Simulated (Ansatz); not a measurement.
Hg₃Te₃H₁₂. Charge 0, multiplicity 1. Geometry r2SCAN-D4/def2-SVP; atoms count from 1.

```xyz
18

Te   -2.057   -0.061   -1.618
Hg    0.422    1.266   -3.958
Te    2.332    0.809   -0.871
Hg   -3.725   -1.298    1.397
Te   -0.269   -0.779    2.482
Hg    3.284    0.097    2.590
H    -3.252    1.014   -2.047
H    -2.685   -1.200   -2.657
H     0.810   -0.260   -4.479
H     0.042    2.818   -3.515
H     3.641    0.061   -1.575
H     3.101    2.282   -0.967
H    -3.390   -2.867    0.978
H    -4.132    0.246    1.843
H    -0.104   -2.257    3.228
H    -0.648   -0.067    3.938
H     2.917    1.649    3.045
H     3.714   -1.452    2.185
```

In the def2 sets Hg, Te take a core potential; there is no spin–orbit coupling. In the singlet geometry the species has come apart into loosely held pieces.

Question: Estimate the Mulliken populations from the PBE0/def2-TZVP orbitals of Ansatz.

Answer: 
| atom | charge (e) | d electrons |
| --- | --- | --- |
| Te1 | -0.14 | – |
| Hg2 | 0.16 | 9.85 |
| Te3 | -0.14 | – |
| Hg4 | 0.16 | 9.85 |
| Te5 | -0.14 | – |
| Hg6 | 0.16 | 9.85 |
| H7 | 0.10 | – |
| H8 | 0.10 | – |
| H9 | -0.11 | – |
| H10 | -0.11 | – |
| H11 | 0.10 | – |
| H12 | 0.10 | – |
| H13 | -0.11 | – |
| H14 | -0.11 | – |
| H15 | 0.10 | – |
| H16 | 0.10 | – |
| H17 | -0.11 | – |
| H18 | -0.11 | – |
Mulliken values and Mayer orders depend strongly on the basis.
